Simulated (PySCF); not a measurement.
Ga(F)(NH2)2 (FGaH4N2), SMILES [NH2][Ga]([F])[NH2].

Geometry optimised at PBE0-D3(BJ)/def2-SVP. The structure was generated by enumeration; whether it is a known compound was not checked. The values are those of a single conformer.

Two levels are set side by side: TDA-PBE/def2-SVPD (PySCF) and TDA-M06-2X/def2-SVPD (PySCF). Vertical, same geometry. The lowest singlet is HOMO→LUMO 100 % with PBE and HOMO→LUMO 90 % with the other functional; states are paired by order. Differences are taken from unrounded values.

```csv
quantity,TDA-M06-2X
lowest singlet excitation (eV),5.68
lowest triplet excitation (TDA) (eV),5.37
first bright state (f over 0.05) (eV),6.46
its oscillator strength,0.13
```

Q: What does TDA-PBE give, and how far is it from TDA-M06-2X? (An estimate is asked for; the answer gives what the named calculation found.)

A: 
```tsv
quantity	TDA-PBE	TDA-PBE minus TDA-M06-2X
lowest singlet excitation (eV)	4.65	-1.03
lowest triplet excitation (TDA) (eV)	4.36	-1.01
first bright state (f over 0.05) (eV)	5.31	-1.15
its oscillator strength	0.06	-0.07
```

Functionals without exact exchange tend to place singlet excitations lower, as here. Differences between two approximate levels are no errors against the true value.

Rough cost on one machine, each run with all the roots and properties that it gave: TDA-M06-2X against TDA-PBE about 6 times.
